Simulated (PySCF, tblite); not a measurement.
Isomers of C7H11FOSi, one GFN2-xTB conformer each. Single-point energies are computed at PBE0/pcSseg-1 (PySCF, gas phase, no added dispersion term), electronic only.

Question: Rank them by PBE0/pcSseg-1 energy, lowest first (kJ/mol).
A. `[CH3:1][O:2][Si@H:3]1[CH2:4][C:5]([CH:6]2[CH2:7][CH2:8]2)=[C:9]1[F:10]` with C1–O2–Si3–C4 -172°, C4–C5–C6–C7 34°
B. `[CH2:1]=[CH:2][CH2:3][C:4]1=[C:5]([F:6])[Si@@H:7]([O:8][CH3:9])[CH2:10]1` with C1–C2–C3–C4 117°, C2–C3–C4–C5 103°, C5–Si7–O8–C9 -93°
C. `[CH2:1]=[CH:2][CH2:3][C@@H:4]1[C:5](=[CH2:6])[C@H:7]1[O:8][SiH2:9][F:10]` with C1–C2–C3–C4 -8°, C2–C3–C4–C5 151°, C5–C7–O8–Si9 -79°, C7–O8–Si9–F10 -63°
D. `[CH2:1]=[C:2](/[CH:3]=[CH:4]\[O:5]/[CH:6]=[CH:7]/[F:8])[SiH2:9][CH3:10]` with C1–C2–C3–C4 173°, C3–C4–O5–C6 157°, C4–O5–C6–C7 -13°, C1–C2–Si9–C10 8°
E. `[CH2:1]=[C:2]1[C@@H:3]([O:4][SiH2:5][F:6])[C@@H:7]1[CH:8]1[CH2:9][CH2:10]1` with C2–C3–O4–Si5 146°, C3–O4–Si5–F6 64°, C3–C7–C8–C9 -127°

Answer: C (0.0), E (7.7), A (68.6), B (68.9), D (196.3).

As drawn, the lowest has a three-membered ring, an Si–O bond and an Si–F bond, which the highest lacks; the highest has an Si–C bond, which the lowest lacks. Neighbours under 10 kJ/mol apart (C=CC[C@@H]1C(=C)[C@H]1O[SiH2]F and C=C1[C@@H](O[SiH2]F)[C@@H]1C1CC1; CO[Si@H]1CC(C2CC2)=C1F and C=CCC1=C(F)[Si@@H](OC)C1) can change places with a better method, another conformer or zero-point energy. GFN2-xTB itself gives, in the same order: 26.8, 0.0, 183.4, 216.0, 337.1. GFN2-xTB puts C=C1[C@@H](O[SiH2]F)[C@@H]1C1CC1 lowest instead; measured from each level's own lowest isomer, the values differ by up to 147.1 kJ/mol (C=CCC1=C(F)[Si@@H](OC)C1: 216.0 against 68.9).

Q: Which frontier levels, dipoles and rotational constants go with these structures?

A: 
| SMILES | HOMO (eV, PBE0/pcSseg-1) | LUMO (eV) | dipole (D) | A, B, C (MHz) |
| --- | --- | --- | --- | --- |
| C=CC[C@@H]1C(=C)[C@H]1O[SiH2]F | -7.53 | -0.31 | 1.99 | 1621, 640.8, 497.3 |
| C=C1[C@@H](O[SiH2]F)[C@@H]1C1CC1 | -7.49 | -0.33 | 1.93 | 2064, 580.4, 499.6 |
| CO[Si@H]1CC(C2CC2)=C1F | -6.57 | 0.13 | 1.35 | 2282, 611.5, 535.6 |
| C=CCC1=C(F)[Si@@H](OC)C1 | -6.99 | -0.16 | 1.63 | 2441, 559.1, 487.1 |
| C=C(/C=C\O/C=C/F)[SiH2]C | -6.40 | -1.04 | 1.62 | 2187, 512.6, 429.9 |

Q: What happens when harmonic zero-point energies from GFN2-xTB frequencies are added?

A: 
```
                          SMILES  ZPE (kJ/mol)  electronic (kJ/mol)  with ZPE (kJ/mol)
  C=CC[C@@H]1C(=C)[C@H]1O[SiH2]F         414.4                  0.0                0.0
C=C1[C@@H](O[SiH2]F)[C@@H]1C1CC1         418.7                  7.7               12.0
          CO[Si@H]1CC(C2CC2)=C1F         425.3                 68.6               79.5
        C=CCC1=C(F)[Si@@H](OC)C1         420.5                 68.9               75.0
        C=C(/C=C\O/C=C/F)[SiH2]C         408.4                196.3              190.3
```

The zero-point energies span 16.9 kJ/mol. The lowest isomer stays, but the order above it changes.
